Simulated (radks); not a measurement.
Values are calculated unless marked as measured or tabulated.
Spin polarisation of the 4f11 shell in Ho+. Start: [Xe] 4f(up 5.5, down 5.5) 6s(up 0.5, down 0.5); electrons of 4f are moved from spin down to spin up, other shells keep equal spins. Level of theory: scalar-relativistic Kohn-Sham, r2SCAN, spin-polarised, spherical densities, finite nucleus; meta-GGA in the generalised Kohn-Sham scheme; Fermi nuclear charge, rms radius of each element as measured or else 0.836 A^(1/3) + 0.57 fm (a radial shooting solver on a logarithmic mesh with Libxc functionals).

moment (Bohr magnetons)  E - E(0) (eV)  e(4f up) (eV)  e(4f down) (eV)  6s down minus up (eV)  5p down minus up (eV)
0                                0.000         -9.517           -9.517                  0.000                  0.000
0.75                            -0.142         -9.886           -9.130                  0.038                  0.257
1.5                             -0.568        -10.238           -8.726                  0.076                  0.514
2.25                            -1.277        -10.571           -8.304                  0.114                  0.772
3                               -2.269        -10.886           -7.865                  0.153                  1.031

At moment 3 the spin-polarisation energy is -2.269 eV and the 4f exchange splitting 3.021 eV, that is 1.007 eV per Bohr magneton; E = -I m^2/4 would give I = 1.008 eV.
